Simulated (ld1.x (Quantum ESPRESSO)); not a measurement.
## Pseudopotential generation for Zn: TM, PBE, scalar-relativistic.

```
Element                 : zinc
Generator               : ld1.x (Quantum ESPRESSO) 7.5
Type                    : norm-conserving Troullier–Martins (Kleinman–Bylander form)
Functional              : PBE
Relativity              : scalar-relativistic
Frozen core             : [Ne] 3s2
Valence charge          : 18
Reference configuration : 3p6 3d10 4s2 4p0
Partial waves           : 4s (bound): rc 2.18 bohr; 3p (bound): rc 1.20 bohr; 3d (bound): rc 0.90 bohr
Local potential         : the d channel
Core correction         : Bessel-smoothed model core inside 0.55 bohr
```

Poles of the logarithmic derivatives, all-electron (AE) and pseudo (PS). s: poles at 1.6 (AE) and 1.3, 3.2 (PS) Ry. p: poles at 2.9 (AE) and 2.9 (PS) Ry. d: poles at -0.6 (AE) and -0.6 (PS) Ry. Test radius 2.35 bohr.

- Cutoffs needed: 260 Ry and over 300 Ry (the cutoffs (Ry, on a coarse ladder) from which the occupation-weighted sum of valence levels, in a spherical-Bessel basis at the reference potential, stays within 10 and 1 mRy of its value at 400 Ry)
- Ghost test: ghost state, extra bound levels that the all-electron valence spectrum of the same l lacks: s at -532.6 eV; a true bound ghost makes a file unfit for plane-wave use (spherical-Bessel basis up to 400 Ry, 20 bohr box)
- Configuration tests: 2 of 7 tests not solved or not reliable; not counted: 3p6 3d9 4s2 4p0 (solver errors, printed error -4172 eV); 3p5 3d10 4s2 4p0 (solver errors, printed error -3973 eV)
